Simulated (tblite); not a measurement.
Species: C4H8F2O.
Atom-mapped SMILES: `[CH3:1][CH2:2][O:3][CH2:4][CH:5]([F:6])[F:7]` (hydrogens: H8, H9, H10 on C1; H11, H12 on C2; H13, H14 on C4; H15 on C5)

Computed with GFN2-xTB (tblite), gas phase: nudged elastic band of 9 images (0 to 8), spring 0.2 eV/Å², climbing image at the end, force threshold 0.05 eV/Å. The top image wasn't refined or checked by frequencies; at this threshold it can lie a kcal/mol or more above the true saddle point of the method.

Path: rotation about C4–C5 (sp3 carbon bound to oxygen, CHF2 carbon), followed by the dihedral O3–C4–C5–F7, from -86° to 41°. Start geometry (image 0):
```
atom  x, y, z in Å
C1      2.361    0.022    0.297
C2      0.889   -0.340    0.395
O3      0.240    0.132   -0.779
C4     -1.101   -0.237   -0.894
C5     -2.025    0.560    0.036
F6     -3.289    0.562   -0.450
F7     -2.103   -0.002    1.268
H8      2.801   -0.446   -0.579
H9      2.471    1.099    0.205
H10     2.884   -0.316    1.187
H11     0.764   -1.430    0.468
H12     0.445    0.118    1.288
H13    -1.247   -1.309   -0.698
H14    -1.396   -0.010   -1.923
H15    -1.699    1.605    0.157
```

The first guess turns that dihedral rigidly in even steps and adds one set of random displacements (0.04 Å standard deviation a coordinate) to every inner image. Energies of the images above image 0 (eV) in the early part of the optimisation:

```tsv
iteration	1	2	3	4	5	6	7	8
0	1.151	1.251	1.353	1.376	1.324	1.262	1.224	0.116
10	0.060	0.139	0.220	0.250	0.225	0.185	0.157	0.116
20	0.039	0.112	0.186	0.217	0.201	0.165	0.135	0.116
30	0.028	0.083	0.143	0.182	0.186	0.161	0.131	0.116
40	0.024	0.075	0.134	0.175	0.182	0.158	0.127	0.116
```

Q: Where does the band end, and how far was the first guess from it?

A: Final energies, images 1 to 8: 0.019, 0.062, 0.119, 0.165, 0.178, 0.157, 0.126, 0.116 eV. The highest point drops from 1.38 eV (image 4) to 0.178 eV (image 5), by 1.20 eV. Image 5 moved by 0.08 Å rms, its dihedral from -13° to -7°. The end images are fixed. The true force on the top image ends at 0.038 eV/Å, and the largest on any image at 0.07 eV/Å; away from the top, the method drives only the force across the path to zero. The last saved iteration is 50.

What follows is the cost of the whole band run. The run took 1.2 s of wall time on one thread, AMD EPYC 9R45 (x86_64) (shared host), and the process peaked at 0.18 GiB of memory.
